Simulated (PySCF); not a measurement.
Species: C6H14AlB.
Geometry (PBE0-D3(BJ)/def2-SVP, Å), atoms numbered from 1 in this order:
```xyz
22
C6H14AlB angstrom
C      2.7235    0.4538    0.6285
B      1.4379    0.1076   -0.2324
C      1.6174   -0.8798   -1.4617
C      0.0773    0.6810    0.1622
C     -1.1500    0.7780   -0.7541
C     -2.4761    0.5613   -0.0057
C     -2.4284   -0.7378    0.8151
Al    -0.5701   -0.7096    1.4455
H      3.3596   -0.4244    0.8303
H      3.3496    1.1445    0.0333
H      2.5125    0.9591    1.5843
H      0.6915   -1.1794   -1.9760
H      2.2602   -0.3866   -2.2135
H      2.1652   -1.7927   -1.1700
H      0.1531    1.5442    0.8583
H     -1.1627    1.7531   -1.2704
H     -1.0679    0.0177   -1.5509
H     -3.3211    0.5765   -0.7161
H     -2.6387    1.4179    0.6747
H     -2.5568   -1.6140    0.1488
H     -3.2277   -0.8098    1.5690
H      0.1901   -1.4613    2.6216
```

Level: PBE0/pcSseg-1 in PySCF, non-relativistic, on one gas-phase PBE0-D3(BJ)/def2-SVP geometry that isn't relaxed in the solvent. The solvent is an IEF-PCM continuum (Bondi radii, 1.10 Å for H, scaled by 1.2). Specific hydrogen bonds and non-electrostatic terms are outside this model.

Gas phase at PBE0/pcSseg-1: HOMO -7.11 eV, LUMO -1.33 eV, dipole 1.00 D.

**Question.** What does the continuum do to the energy, the frontier levels and the dipole at PBE0/pcSseg-1 in acetonitrile and water?

**Answer.** 
| solvent | ε | E(solvent) − E(gas) (kcal/mol) | polarisation term (kcal/mol) | distortion of the solute (kcal/mol) | HOMO (eV) | LUMO (eV) | dipole (D) |
| --- | --- | --- | --- | --- | --- | --- | --- |
| acetonitrile | 35.69 | -3.69 | -4.18 | 0.49 | -6.90 | -0.83 | 1.34 |
| water | 78.36 | -3.80 | -4.32 | 0.52 | -6.89 | -0.81 | 1.35 |

Polarisation term: ½ Σ q·V over the induced surface charges. Distortion: the rise of the solute's own energy as its density leaves the gas-phase optimum. From acetonitrile to water the lowering changes by a factor 1.03, Onsager's factor (ε − 1)/(2ε + 1) by 1.02 and ε itself by 2.2.

**Question.** Which radius a makes the point-dipole formula ΔE = −[(ε − 1)/(2ε + 1)]·μ²/a³ give the value in water, with the gas-phase dipole?

**Answer.** μ = 0.394 au and |ΔE| = 0.00606 Eh give a = 1.23 Å; the farthest nucleus lies 3.68 Å from the centroid of the nuclei, so such a sphere wouldn't even hold the nuclei. The formula assumes a rigid point dipole at the centre of a sphere.

**Question.** Give the dipole vector in the frame of the coordinates (D, pointing from negative to positive charge), gas and water.

**Answer.** Gas (-0.95, 0.01, 0.32), solvent (-1.23, -0.09, 0.56). Its length changes by +35 % and its direction by 7°.

**Question.** Which Hirshfeld charges (PBE0/pcSseg-1) respond most in acetonitrile (means over atoms taken as equivalent)?

**Answer.** 
| atoms | environment | gas (e) | solvent (e) | change |
| --- | --- | --- | --- | --- |
| Al8 | aluminium bonded to 2 C and H | +0.547 | +0.578 | +0.031 |
| H22 | Al–H hydrogen | -0.161 | -0.175 | -0.014 |
| H16 | methylene hydrogen | +0.037 | +0.034 | -0.003 |
| H15 | methine hydrogen | +0.031 | +0.034 | +0.003 |
| C1/C3 | sp3 carbon bound to boron | -0.195 | -0.199 | -0.004 |
| H18 | methylene hydrogen | +0.035 | +0.031 | -0.004 |
| H19 | methylene hydrogen | +0.031 | +0.033 | +0.002 |
| B2 | three-coordinate boron | +0.138 | +0.136 | -0.002 |

**Question.** Which Mayer bond orders change most in acetonitrile?

**Answer.** 
```
   bond  length (Å)    gas  solvent  change
Al8–H22       1.589  0.910    0.883  -0.027
  B2–C4       1.528  1.075    1.095  +0.020
 Al8–C4       2.000  0.752    0.733  -0.019
 C7–Al8       1.963  0.879    0.868  -0.011
  C1–B2       1.585  1.040    1.033  -0.007
  B2–C3       1.587  1.041    1.035  -0.006
  C6–C7       1.537  1.007    1.012  +0.005
  C5–C6       1.538  1.035    1.038  +0.003
```

The run took 61 s of wall time on an Arm Neoverse N1 with one thread, no GPU, shared host, and the process peaked at 1.2 GiB of memory. This is the whole shielding run at PBE0/pcSseg-1 in water, SCF included.
